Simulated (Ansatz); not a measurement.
Geometry optimisation, RKS PBE0-D4/6-31G* (Ansatz 0.2.0).

input.yaml

```yaml
crystal:
  periodic: [false, false, false]
  atoms:
    - { symbol: C, position_ang: [-1.2054, -0.0702, 0.8886] }
    - { symbol: C, position_ang: [0.0931, 0.3704, 0.2747] }
    - { symbol: Al, position_ang: [1.5479, -0.6345, 1.1746] }
    - { symbol: C, position_ang: [0.2093, 0.1333, -1.2403] }
    - { symbol: O, position_ang: [-0.8096, 0.9226, -1.8988] }
    - { symbol: H, position_ang: [-1.4577, -1.0885, 0.7043] }
    - { symbol: H, position_ang: [-1.2334, 0.1759, 1.9737] }
    - { symbol: H, position_ang: [-2.0322, 0.5877, 0.4108] }
    - { symbol: H, position_ang: [0.2784, 1.4702, 0.5119] }
    - { symbol: H, position_ang: [3.1, -0.3726, 0.7894] }
    - { symbol: H, position_ang: [1.2253, -1.7034, 2.3454] }
    - { symbol: H, position_ang: [-0.0561, -0.9421, -1.4331] }
    - { symbol: H, position_ang: [1.0994, 0.397, -1.6423] }
    - { symbol: H, position_ang: [-0.7719, 0.7251, -2.83] }
basis:
  gaussian: { orbitals: "6-31G*" }
hamiltonian:
  xc: pbe0
  dispersion: d4
relax:
  f_tol: 0.02
  max_steps: 50
```

Command:

```bash
$ ansatz run input.yaml --threads 2 --pin off --max-ram 3072MiB --backend cpu --events-out ev --progress --plain --runs-dir out
```

**Question.** Where does it end, and by what steps?

**Answer.** The forces met the threshold. The force dipped under the threshold on the way, but the program's further checks kept it going. After 21 steps the energy has fallen by 0.451 eV; H11 moved furthest, 1.06 Å.

```csv
step,energy less start (eV),largest force component (eV/Å),accepted
0,0.0000,4.884,yes
1,-0.3799,1.363,yes
2,-0.4288,0.242,yes
3,-0.4319,0.103,yes
4,-0.4333,0.055,yes
5,-0.4351,0.134,yes
6,-0.4350,0.223,no
7,-0.4376,0.100,yes
8,-0.4402,0.074,yes
9,-0.4415,0.144,yes
10,-0.4432,0.119,yes
11,-0.4465,0.058,yes
12,-0.4477,0.109,yes
13,-0.4487,0.091,yes
14,-0.4495,0.015,yes
15,-0.4500,0.015,yes
16,-0.4496,0.108,no
17,-0.4505,0.025,yes
18,-0.4506,0.052,yes
19,-0.4509,0.027,yes
20,-0.4510,0.016,yes
21,-0.4511,0.014,yes
```

```xyz
14
Properties=species:S:1:pos:R:3
C -1.271 -0.154 0.807
C 0.101 0.299 0.290
Al 1.585 -0.619 1.216
C 0.195 0.213 -1.222
O -0.803 1.046 -1.789
H -1.463 -1.209 0.567
H -1.352 -0.047 1.895
H -2.075 0.431 0.347
H 0.220 1.367 0.551
H 2.857 -1.174 0.419
H 1.519 -0.798 2.803
H 0.055 -0.834 -1.545
H 1.198 0.523 -1.562
H -0.779 0.929 -2.748
```

Whether the end is a true minimum wasn't checked by a vibrational analysis.

Time of the run: 52 s on 2 threads of Arm Neoverse V2, with other jobs on the host, peak memory 0.21 GiB.
